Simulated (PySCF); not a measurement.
H2O3P, SMILES O=[P](O)O, multiplicity 2.

The structure is a stationary point at PBE-D3(BJ)/def2-SVP. The isomer is the one that the SMILES or the coordinates give; other isomers of the formula were not compared. One conformer was computed; it need not be the lowest.

Two levels are set side by side: PBE/def2-TZVPD (PySCF) and B3LYP/def2-TZVPD (PySCF). Same geometry, gas phase. Differences are taken from unrounded values.

```
quantity                     B3LYP   PBE  PBE minus B3LYP
---------------------------  -----  ----  ---------------
α-spin orbital gap (eV)       6.63  4.99            -1.63
β-spin orbital gap (eV)       4.93  3.09            -1.84
dipole moment (D)             3.66  3.51            -0.15
mean polarisability (bohr³)   39.4  41.1              1.8
```

PBE's more diffuse valence density responds more strongly to a field. Differences between two approximate levels are no errors against the true value.

Rough cost on one machine, each run with all the roots and properties that it gave: B3LYP against PBE within a factor of 2.
